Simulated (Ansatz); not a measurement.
Consider the formal exchange of groups at a B–C bond: `N#CB(Cl)Cl` + `ClBCl` → `ClB(Cl)B(Cl)Cl` + `C#N`.

Computed with Ansatz on PBE0-D4/def2-TZVP structures; ΔE is electronic, products minus reactants. CCSD(T)/CBS adds triple-zeta CCSD(T) − MP2 to the extrapolated MP2 energy (def2 sets, frozen cores). This one scheme is used for every species. Functionals use def2-TZVPP. Each species was taken in one conformer, which may not be the lowest.

`N#CB(Cl)Cl`:

```xyz
5

N     0.667    0.100    2.067
C     0.313    0.047    0.973
B    -0.156   -0.023   -0.482
Cl    0.033   -1.503   -1.353
Cl   -0.858    1.380   -1.205
```

`ClBCl`:

```xyz
4

Cl    1.453   -0.014    0.828
B     0.007   -0.029   -0.129
Cl   -1.531    0.333    0.585
H     0.071   -0.290   -1.285
```

`ClB(Cl)B(Cl)Cl`:

Z-matrix (Å, degrees):
```
B
Cl 1 1.741
B 1 1.684 2 120.1
Cl 1 1.741 2 119.8 3 180.0
Cl 3 1.741 1 120.1 2 89.8
Cl 3 1.741 1 120.1 2 -90.2
```

`C#N`:

Cartesian coordinates in Å:
```
C 0.024 0.008 0.001
N -1.068 -0.333 -0.046
H 1.044 0.325 0.045
```

(1) Is it downhill or uphill in electronic energy at CCSD(T)/CBS, and by how much? (Estimate.)

(2) What do these levels give: r2SCANh-D4, PBE, revPBE, LC-ωPBE, RPA@PBE/def2-TZVPP, CCSD/def2-SVP, CCSD(T)/def2-SVP, MP2/def2-TZVPP, SCS-MP2/def2-TZVPP, HF/def2-QZVPP, SCS-MP2/def2-QZVPP, CCSD/CBS(def2)? (Estimate.)

(3) What do rigid-rotor, harmonic-oscillator terms from PBE0-D4/def2-TZVP frequencies (298.15 K, 1 bar) make of the CCSD(T)/CBS value? (Best estimate.)

Largest T1 diagnostic among the species: 0.014.

Answers

(1) Computed: Uphill: ΔE = +41.6 kJ/mol.

(2) The calculation gave: r2SCANh-D4 47.4, PBE 48.1, revPBE 49.1, LC-ωPBE 45.2, RPA@PBE/def2-TZVPP 45.4, CCSD/def2-SVP 51.5, CCSD(T)/def2-SVP 51.8, MP2/def2-TZVPP 49.4, SCS-MP2/def2-TZVPP 50.5, HF/def2-QZVPP 53.4, SCS-MP2/def2-QZVPP 48.8, CCSD/CBS(def2) 42.2 kJ/mol.

(3) The calculation gave: ΔZPE = -0.2 kJ/mol, ΔH = +44.1 kJ/mol, ΔS = -9 J/(mol·K), ΔG = +46.7 kJ/mol. Modes under 50 cm⁻¹ make the entropy rough.

The D4 term adds −7.6 kJ/mol with B3LYP and −4.5 kJ/mol with PBE0; it sums over pairs of atoms, weighted by their polarisabilities, and B3LYP, whose exchange is more repulsive, gets the larger term. At CCSD(T), def2-SVP lies +10.2 kJ/mol from the extrapolated value and def2-TZVPP +3.3 kJ/mol. Leaving LDA and LC-ωPBE aside and taking each functional with its dispersion term where it has one, the values, not all of them listed here, spread over 9.9 kJ/mol, from revPBE-D4 to B2PLYP.

B3LYP here is the variant with VWN-RPA as its local correlation; programs differ in this.
